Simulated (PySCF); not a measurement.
## How methods differ on the ionisation energy of V

V [Ar] 3d3 4s2 (4F) → V⁺ [Ar] 3d4 (5D), as a difference of total energies. Calculation: PySCF 2.14, in pcseg-2 (6s4p3d2f1g, 56 functions); the non-relativistic Hamiltonian (point nucleus). Correlated levels: valence: [Ar] frozen. The calculations carry no spin-orbit coupling.

```json
{"method": "UHF", "ionisation energy (eV)": "5.991", "difference from reference (eV)": "-0.741"}
{"method": "PBE0", "ionisation energy (eV)": "6.091", "difference from reference (eV)": "-0.641"}
{"method": "M06-2X", "ionisation energy (eV)": "6.799", "difference from reference (eV)": "+0.067"}
{"method": "MP2 (valence)", "ionisation energy (eV)": "6.305", "difference from reference (eV)": "-0.427"}
{"method": "SCS-MP2 (valence)", "ionisation energy (eV)": "6.798", "difference from reference (eV)": "+0.066"}
```

Reference: 6.732 eV (measured; NIST levels, between the centres of gravity of the two terms).

These non-relativistic numbers lack the scalar-relativistic shift.

Errors of the correlated levels include the incompleteness of this basis and the frozen core.
